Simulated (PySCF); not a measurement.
Calculation: PBE0-D4/def2-TZVP // PBE0-D3(BJ)/def2-SVP (PySCF 2.14.0). Isolated molecules, 0 K electronic values unless said otherwise. One relaxed conformer stands for a flexible species; it need not be the lowest. Excitations are Tamm–Dancoff values on a coarser integration grid. The basis has no diffuse functions, so Rydberg states are missing or too high.

Reference species (SMILES): `[CH3][GeH2][CH3]` (neutral, multiplicity 1).

```
Property                                       Value
-------------------------------------------  -------
brightest of the four lowest singlets (TDA)  8.73 eV
S1 excitation (TDA)                          8.33 eV
S1–T1 gap (TDA)                              0.43 eV
HOMO–LUMO gap                                9.62 eV
```

Changed species: `[CH3][GeH2][GeH2][GeH2][GeH2][CH3]` (n = 4; the reference has n = 1).

### Question
Predict the effect on the brightest of the four lowest singlets (TDA), S1 excitation (TDA), S1–T1 gap (TDA) and HOMO–LUMO gap.

### Answer
the brightest of the four lowest singlets (TDA) decreases by 2.44 eV, to 6.29 eV; the S1 excitation (TDA) decreases by 2.04 eV, to 6.29 eV; the S1–T1 gap (TDA) rises by 0.53 eV, to 0.96 eV; the HOMO–LUMO gap falls by 2.62 eV, to 7.00 eV.
